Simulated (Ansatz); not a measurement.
Reactions of `C[O][Mo](=[NH])(=[NH])[NH2]`.

Calculated with Ansatz (gas phase, PBE0-D4/def2-TZVP geometries, no zero-point term in ΔE). CCSD(T)/CBS adds triple-zeta CCSD(T) − MP2 to the extrapolated MP2 energy (def2 sets, frozen cores). This one scheme is used for every species. Elements past krypton have def2 core potentials. For Mo, Ti outer-core shells are correlated without core-valence functions, which leaves a few kJ/mol of doubt a bond. Scalar relativity is left out up to krypton. Each species was taken in one conformer, which may not be the lowest.

(1) Order these by ΔE at CCSD(T)/CBS, lowest first. (Estimate.)
A. `C[O][Mo](=[NH])(=[NH])[NH2]` + `CO[Si](F)(F)S` → `CO[Si](F)(F)SC` + `[NH]=[Mo](=[NH])([NH2])[OH]`
B. `C[O][Mo](=[NH])(=[NH])[NH2]` + `[OH][Ti]([F])([SH])[Cl]` → `[NH]=[Mo](=[NH])([NH2])[OH]` + `C[O][Ti]([F])([SH])[Cl]`
C. `C[O][Mo](=[NH])(=[NH])[NH2]` + `C=CS` → `C=CSC` + `[NH]=[Mo](=[NH])([NH2])[OH]`
D. `C[O][Mo](=[NH])(=[NH])[NH2]` + aluminium trichloride → `[NH]=[Mo](=[NH])([NH2])[Cl]` + `C[O][Al]([Cl])[Cl]`

Largest T1 diagnostic: 0.025, for `[OH][Ti]([F])([SH])[Cl]`, so its coupled-cluster energy is less sure.

Answers

(1) C (-0.49 eV), A (-0.41 eV), D (-0.28 eV), B (-0.18 eV).
